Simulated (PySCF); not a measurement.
Ionisation energy of Ni(19+) by level of theory

Ni(19+) [He] 2s2 2p5 (2P) → Ni(20+) [He] 2s2 2p4 (3P), as a difference of total energies. Calculation: PySCF 2.14, in an uncontracted even-tempered set (18 s from 3.8 bohr⁻², ratio 2.2; 11 p from 4.9 bohr⁻², ratio 2.2; 6 d from 26 bohr⁻², ratio 2.4; 5 f from 38 bohr⁻², ratio 2.4; 5 g from 58 bohr⁻², ratio 2.4); the non-relativistic Hamiltonian (point nucleus). Correlated levels: nothing frozen; virtual orbitals above 40 to 60 times the deepest correlated orbital energy dropped. The calculations carry no spin-orbit coupling.

```
                 method  ionisation energy (eV)
                    UHF                  1640.9
                    LDA                  1641.2
                    PBE                  1641.8
                   PBE0                  1642.1
                 r2SCAN                  1643.4
                  M06-L                  1643.0
                 M06-2X                  1642.4
    MP2 (all electrons)                  1642.5
SCS-MP2 (all electrons)                  1642.5
```

A first-order spin-orbit estimate (lowest level to lowest level, LS coupling) adds -0.209 eV.

These non-relativistic numbers lack the scalar-relativistic shift.

For comparison: 1646 ± 3 eV (semi-empirical (NIST evaluation); NIST Atomic Spectra Database, ionization energies).
